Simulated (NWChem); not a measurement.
System: C3H3ClF2; SMILES Cl/C=C/C(F)F

Excerpt of the output:

```
             Northwest Computational Chemistry Package (NWChem) 7.3.0
             --------------------------------------------------------

 C1  symmetry detected

                             Geometry "geometry" -> ""
                             -------------------------

 Output coordinates in angstroms (scale by  1.889725989 to convert to a.u.)

  No.       Tag          Charge          X              Y              Z
 ---- ---------------- ---------- -------------- -------------- --------------
    1 F                    9.0000    -0.92030185     2.32114784    -0.35336779
    2 C                    6.0000    -0.05405454     1.56399317     0.39053792
    3 F                    9.0000     1.20260804     1.73196555    -0.11960335
    4 C                    6.0000    -0.47335682     0.12582232     0.33359942
    5 C                    6.0000     0.36718448    -0.83799390    -0.02918817
    6 Cl                  17.0000    -0.08339596    -2.51891267    -0.09569673
    7 H                    1.0000    -0.05731212     1.97124994     1.40916687
    8 H                    1.0000    -1.50053199    -0.08307585     0.61746731
    9 H                    1.0000     1.39618096    -0.65560879    -0.31274456

 Effective nuclear repulsion energy (a.u.)     275.1030314679

                                 NWChem DFT Module
                                 -----------------

 Summary of "ao basis" -> "ao basis" (spherical)
 ------------------------------------------------------------------------------
       Tag                 Description            Shells   Functions and Types
 ---------------- ------------------------------  ------  ---------------------
 F                         def2-tzvp                11       31   5s3p2d1f
 C                         def2-tzvp                11       31   5s3p2d1f
 Cl                        def2-tzvp                13       37   5s5p2d1f
 H                         def2-tzvp                 4        6   3s1p

            General Information
            -------------------
          SCF calculation type: DFT
          Wavefunction type:  closed shell.
          No. of atoms     :     9
          No. of electrons :    56
           Alpha electrons :    28
            Beta electrons :    28
          Charge           :     0
          Spin multiplicity:     1
          Use of symmetry is: off; symmetry adaption is: off
          Maximum number of iterations: 150
          AO basis - number of functions:   210
                     number of shells:    80
          Convergence on energy requested:  1.00D-06
          Convergence on density requested:  1.00D-05
          Convergence on gradient requested:  5.00D-04

              XC Information
              --------------
                        Slater Exchange Functional  1.000 local
                      VWN V Correlation Functional  1.000 local

             Grid Information
             ----------------
          Grid used for XC integration:  medium
          Radial quadrature: Mura-Knowles
          Angular quadrature: Lebedev.
          Tag              B.-S. Rad. Rad. Pts. Rad. Cut. Ang. Pts.
          ---              ---------- --------- --------- ---------
          F                   0.50       49          12.0       434
          C                   0.70       49          11.0       434
          Cl                  1.00       88          12.0       590
          H                   0.35       45          12.0       434
          Grid pruning is: on
          Number of quadrature shells:   468
          Spatial weights used:  Erf1

      Superposition of Atomic Density Guess
      -------------------------------------

 Sum of atomic energies:        -772.82725755

      Non-variational initial energy
      ------------------------------

 Total energy =    -775.181387
 1-e energy   =   -1613.903762
 2-e energy   =     563.619343
 HOMO         =      -0.296744
 LUMO         =       0.007615

------------------------------------------------------------
EAF file 0: "./job.aoints.0" size=833093632 bytes
------------------------------------------------------------
               write      read    awrite     aread      wait
               -----      ----    ------     -----      ----
     calls:     1589         0         0         0         0
   data(b): 8.33e+08  0.00e+00  0.00e+00  0.00e+00
   time(s): 0.00e+00  0.00e+00  0.00e+00  0.00e+00  0.00e+00
rate(mb/s): 0.00e+00  0.00e+00
------------------------------------------------------------

     ---------------------------------------------
      Total Density - Mulliken Population Analysis
     ---------------------------------------------

    Atom       Charge   Shell Charges
 -----------   ------   -------------------------------------------------------
    1 F    9     9.39   0.77  1.20  0.61  1.00  0.31  2.33  2.31  0.84  0.00  0.01  0.00
    2 C    6     5.25   0.85  1.12  0.50  0.60  0.09  0.86  0.90  0.12  0.04  0.14  0.02
    3 F    9     9.39   0.77  1.20  0.61  1.00  0.31  2.33  2.31  0.84  0.00  0.01  0.00
    4 C    6     6.32   0.86  1.12  0.58  0.61  0.10  1.26  1.35  0.39  0.02  0.04  0.01
    5 C    6     5.87   0.86  1.12  0.55  0.62  0.09  1.05  1.18  0.30  0.02  0.09  0.01
    6 Cl  17    17.18   2.01  0.45  1.52  1.11  0.82  4.19  1.69  1.09  2.85  1.43  0.01  0.03  0.00
    7 H    1     0.93   0.25  0.48  0.18  0.02
    8 H    1     0.83   0.24  0.44  0.13  0.02
    9 H    1     0.84   0.24  0.45  0.12  0.02

   convergence    iter        energy       DeltaE   RMS-Dens  Diis-err
 ---------------- ----- ----------------- --------- --------- ---------
 d= 0,ls=0.0,diis     1   -772.1400171171 -1.05D+03  7.73D-03  4.05D+00
 d= 0,ls=0.0,diis     2   -771.8426632707  2.97D-01  6.14D-03  5.62D+00
 d= 0,ls=0.0,diis     3   -772.2464458071 -4.04D-01  2.15D-03  1.01D+00
 d= 0,ls=0.0,diis     4   -772.3242663491 -7.78D-02  7.39D-04  5.23D-02
 d= 0,ls=0.0,diis     5   -772.3282915663 -4.03D-03  2.82D-04  8.08D-03
  Resetting Diis
 d= 0,ls=0.0,diis     6   -772.3288826581 -5.91D-04  1.36D-04  2.71D-03
 d= 0,ls=0.0,diis     7   -772.3291701713 -2.88D-04  1.11D-04  1.76D-04
 d= 0,ls=0.0,diis     8   -772.3290624872  1.08D-04  7.96D-05  1.01D-03
 d= 0,ls=0.0,diis     9   -772.3291903284 -1.28D-04  1.14D-05  1.80D-05
 d= 0,ls=0.0,diis    10   -772.3291924839 -2.16D-06  3.26D-06  1.06D-06
 d= 0,ls=0.0,diis    11   -772.3291925902 -1.06D-07  7.29D-07  7.13D-08

         Total DFT energy =     -772.329192590232
      One electron energy =    -1616.194015389288
           Coulomb energy =      631.345755829666
    Exchange-Corr. energy =      -62.583964498475
 Nuclear repulsion energy =      275.103031467866

 Numeric. integr. density =       56.000012046999

                       DFT Final Molecular Orbital Analysis
                       ------------------------------------

 Vector   26  Occ=2.000000D+00  E=-3.147193D-01
              MO Center= -8.1D-02,  1.2D+00,  1.4D-01, r^2= 3.8D+00
   Bfn.  Coefficient  Atom+Function         Bfn.  Coefficient  Atom+Function
  ----- ------------  ---------------      ----- ------------  ---------------
     7      0.213578  1 F  py                 8      0.188256  1 F  pz
   194     -0.183564  7 H  s                 98      0.176427  4 C  s
    69      0.173158  3 F  py                10      0.167763  1 F  py
   170      0.168513  6 Cl px                70      0.164747  3 F  pz
    97      0.157914  4 C  s                 38     -0.154611  2 C  py

 Vector   27  Occ=2.000000D+00  E=-2.899123D-01
              MO Center= -2.2D-02, -1.9D+00, -6.2D-02, r^2= 3.0D+00
   Bfn.  Coefficient  Atom+Function         Bfn.  Coefficient  Atom+Function
  ----- ------------  ---------------      ----- ------------  ---------------
   170      0.449711  6 Cl px               173      0.318304  6 Cl px
   167      0.226566  6 Cl px               161     -0.182518  6 Cl px
   172     -0.159886  6 Cl pz               171     -0.119189  6 Cl py
   100     -0.114700  4 C  py               175     -0.112366  6 Cl pz
   130     -0.099572  5 C  px               206     -0.097537  9 H  s

 Vector   28  Occ=2.000000D+00  E=-2.566086D-01
              MO Center= -1.4D-01, -1.0D+00,  1.0D-01, r^2= 3.1D+00
   Bfn.  Coefficient  Atom+Function         Bfn.  Coefficient  Atom+Function
  ----- ------------  ---------------      ----- ------------  ---------------
   172      0.329574  6 Cl pz               101     -0.259533  4 C  pz
   175      0.256947  6 Cl pz               104     -0.219925  4 C  pz
   132     -0.195706  5 C  pz               135     -0.171045  5 C  pz
   169      0.169361  6 Cl pz               107     -0.141774  4 C  pz
   163     -0.133915  6 Cl pz               170      0.103965  6 Cl px

 Vector   29  Occ=0.000000D+00  E=-7.891905D-02
              MO Center= -5.7D-02, -3.4D-01,  1.4D-01, r^2= 3.0D+00
   Bfn.  Coefficient  Atom+Function         Bfn.  Coefficient  Atom+Function
  ----- ------------  ---------------      ----- ------------  ---------------
   138     -0.503076  5 C  pz               107      0.491322  4 C  pz
   132     -0.318702  5 C  pz               135     -0.282339  5 C  pz
   101      0.277167  4 C  pz               104      0.239837  4 C  pz
   175      0.219556  6 Cl pz                44     -0.146889  2 C  py
   195     -0.119216  7 H  s                172      0.116636  6 Cl pz

 Vector   30  Occ=0.000000D+00  E=-2.889130D-02
              MO Center= -5.0D-02, -1.5D+00,  4.3D-02, r^2= 3.9D+00
   Bfn.  Coefficient  Atom+Function         Bfn.  Coefficient  Atom+Function
  ----- ------------  ---------------      ----- ------------  ---------------
   128      0.706707  5 C  s                201     -0.679343  8 H  s
   129      0.636085  5 C  s                174     -0.568189  6 Cl py
   160     -0.440910  6 Cl s                105     -0.382520  4 C  px
   207     -0.383376  9 H  s                 36      0.312367  2 C  s
   171     -0.300623  6 Cl py               131     -0.271942  5 C  py

 Vector   31  Occ=0.000000D+00  E= 3.270560D-02
              MO Center=  1.0D-01,  7.4D-01,  7.5D-01, r^2= 6.5D+00
   Bfn.  Coefficient  Atom+Function         Bfn.  Coefficient  Atom+Function
  ----- ------------  ---------------      ----- ------------  ---------------
   129     -1.794674  5 C  s                 36      1.738036  2 C  s
   195     -1.549684  7 H  s                207      1.493717  9 H  s
   201     -0.989632  8 H  s                 98      0.864011  4 C  s
   106     -0.678813  4 C  py                45      0.616847  2 C  pz
   137     -0.587583  5 C  py                43      0.469615  2 C  px

------------------------------------------------------------
EAF file 0: "./job.aoints.0" size=1248854016 bytes
------------------------------------------------------------
               write      read    awrite     aread      wait
               -----      ----    ------     -----      ----
     calls:     2382        10         0     23810     23810
   data(b): 1.25e+09  5.24e+06  0.00e+00  1.25e+10
   time(s): 0.00e+00  0.00e+00  0.00e+00  0.00e+00  0.00e+00
rate(mb/s): 0.00e+00  0.00e+00
------------------------------------------------------------

     ---------------------------------------------
      Total Density - Mulliken Population Analysis
     ---------------------------------------------

    Atom       Charge   Shell Charges
 -----------   ------   -------------------------------------------------------
    1 F    9     9.15   0.76  1.20  0.61  0.96  0.37  2.29  2.04  0.90  0.00  0.01  0.00
    2 C    6     5.81   0.84  1.13  0.53  0.63  0.06  1.25  0.98  0.13  0.05  0.20  0.02
    3 F    9     9.16   0.76  1.20  0.61  0.96  0.37  2.29  2.05  0.90  0.00  0.01  0.00
    4 C    6     6.22   0.84  1.13  0.53  0.66  0.11  1.36  1.14  0.41  0.02  0.04  0.01
    5 C    6     6.09   0.84  1.13  0.54  0.65  0.08  1.30  1.13  0.32  0.02  0.08  0.01
    6 Cl  17    17.05   2.01  0.42  1.53  1.16  0.77  4.18  1.67  1.17  2.69  1.38  0.02  0.05  0.01
    7 H    1     0.88   0.27  0.48  0.12  0.02
    8 H    1     0.82   0.26  0.46  0.08  0.02
    9 H    1     0.81   0.26  0.46  0.07  0.02

     -------------------------------------------
      Total Density - Lowdin Population Analysis
     -------------------------------------------

    Atom       Charge   Shell Charges
 -----------   ------   -------------------------------------------------------
    1 F    9     8.84   0.85  1.11  0.59  0.69  0.37  2.13  2.08  0.98  0.00  0.03  0.00
    2 C    6     6.50   0.90  1.04  0.37  0.31  0.17  1.07  1.15  0.46  0.07  0.79  0.16
    3 F    9     8.83   0.85  1.11  0.59  0.69  0.37  2.13  2.08  0.98  0.00  0.03  0.00
    4 C    6     6.21   0.90  1.04  0.35  0.34  0.18  1.15  1.29  0.58  0.02  0.32  0.04
    5 C    6     6.45   0.90  1.04  0.38  0.36  0.20  1.11  1.30  0.65  0.02  0.45  0.05
    6 Cl  17    16.62   1.98  0.84  1.14  0.90  0.72  3.92  1.90  1.26  2.39  1.47  0.01  0.09  0.01
    7 H    1     0.86   0.25  0.39  0.16  0.06
    8 H    1     0.84   0.24  0.37  0.16  0.06
    9 H    1     0.86   0.24  0.38  0.16  0.06

     Multipole analysis of the density
     ---------------------------------

     L   x y z        total         alpha         beta         nuclear
     -   - - -        -----         -----         ----         -------
     0   0 0 0      0.000000    -28.000000    -28.000000     56.000000

     1   1 0 0     -0.036397     -0.018198     -0.018198     -0.000000
     1   0 1 0     -0.119783     -0.059891     -0.059891      0.000000
     1   0 0 1      0.550120      0.275060      0.275060     -0.000000

     2   2 0 0    -29.847943    -63.369580    -63.369580     96.891216
     2   1 1 0     -0.183207      0.841950      0.841950     -1.867107
     2   1 0 1     -0.957700      0.975255      0.975255     -2.908210
     2   0 2 0    -33.082294   -385.535533   -385.535533    737.988772
     2   0 1 1      2.292918     -2.150571     -2.150571      6.594060
     2   0 0 2    -29.894382    -24.698046    -24.698046     19.501711
```

Level: LDA (Slater exchange, VWN5)/def2-TZVP. Structure relaxed at the B3LYP/6-31G* (spherical d) level.

Problem. Which NWChem input produces such a log?

Solution. This is not unique; one that fits is the input that was run:
```
start job
memory heap 200 mb stack 900 mb global 1100 mb
geometry units angstroms noautoz
  F     -0.987019     2.305532    -0.294291
  C     -0.064134     1.561741     0.392820
  F      1.155172     1.748982    -0.195307
  C     -0.464124     0.117308     0.360991
  C      0.366547    -0.833493    -0.054977
  Cl    -0.061542    -2.521125    -0.094626
  H     -0.009442     1.968880     1.410032
  H     -1.468055    -0.107329     0.708797
  H      1.372721    -0.635338    -0.402613
end
basis spherical
  * library def2-tzvp
end
dft
  xc slater vwn_5
  iterations 150
  semidirect filesize 400000000
  mulliken
end
task dft energy
```
